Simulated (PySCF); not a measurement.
# Telling isomers of C$_{5}$H$_{5}$N$_{3}$O apart by NMR

Computational details: GFN2-xTB structure, shielding tensors at PBE0/pcSseg-1 (GIAO), in PySCF 2.14 (averaged over atoms made equivalent by symmetry, fast rotation or ring inversion, isolated molecule, non-relativistic, one computed conformer).

Referencing at the same level of theory: $^{1}$H (σref 31.72), $^{13}$C (σref 186.93) against TMS. Where no couplings were computed, multiplicities follow the n + 1 count of equivalent neighbours, and m marks all less simple cases (inequivalent or close neighbours, rings, F or P nearby). Shifts are as computed. Against solution values, carbons near 30 ppm lie about +3 ppm off and those near 130 ppm about +5 ppm. Of 1211 compounds with measured shifts, 218 miss one by over three times the rms of a fit or turn the order of signals round; such compounds aren't used in these exercises.

(1) Tabulate the signals of `Cc1cc(C=O)nnn1`, `CC(=O)c1cnncn1`, `CC(=O)c1ccnnn1` and their relative energies.

(2) What is the quickest way to tell CC(=O)c1cnncn1 from CC(=O)c1ccnnn1?

(3) What is the quickest way to tell Cc1cc(C=O)nnn1 from CC(=O)c1cnncn1?

(4) What is the quickest way to tell Cc1cc(C=O)nnn1 from CC(=O)c1ccnnn1?

Answers

(1) 
```tsv
SMILES	carbon types	δC	δH	E rel. (kcal/mol)
Cc1cc(C=O)nnn1	2×C 2×CH 1×CH3	202.7, 165.4, 151.5, 119.0, 24.8	10.69 (s, 1H), 7.78 (s, 1H), 3.12 (s, 3H)	15.5
CC(=O)c1cnncn1	2×C 2×CH 1×CH3	210.0, 161.8, 148.4, 145.4, 28.9	10.15 (s, 1H), 9.96 (s, 1H), 3.03 (s, 3H)	0.0
CC(=O)c1ccnnn1	2×C 2×CH 1×CH3	206.4, 156.0, 152.9, 118.9, 30.3	9.66 (d, 1H), 7.97 (d, 1H), 3.24 (s, 3H)	13.5
```

Energies are electronic energies at PBE0/pcSseg-1 on these geometries, without zero-point or thermal terms, each for the one conformer computed, which needn't be the lowest.

(2) Both give the same number of carbon signals, with the same numbers of each carbon type, so the positions decide. The first has an aromatic CH next to a ring nitrogen at 148.4 ppm, the second an aromatic CH at 118.9 ppm. Their most deshielded carbons lie at 210.0 and 206.4 ppm. In the proton spectra the most deshielded non-exchanging signals are 10.15 (s, 1H) and 9.66 (d, 1H).

(3) Both give the same number of carbon signals, with the same numbers of each carbon type, so the positions decide. The first has an aldehyde carbonyl carbon (CH) at 202.7 ppm, the second a ketone carbonyl carbon (C) at 210.0 ppm. In the proton spectra the most deshielded non-exchanging signals are 10.69 (s, 1H) and 10.15 (s, 1H).

(4) Both give the same number of carbon signals, with the same numbers of each carbon type, so the positions decide. The first has an aldehyde carbonyl carbon (CH) at 202.7 ppm, the second a ketone carbonyl carbon (C) at 206.4 ppm. In the proton spectra the most deshielded non-exchanging signals are 10.69 (s, 1H) and 9.66 (d, 1H).
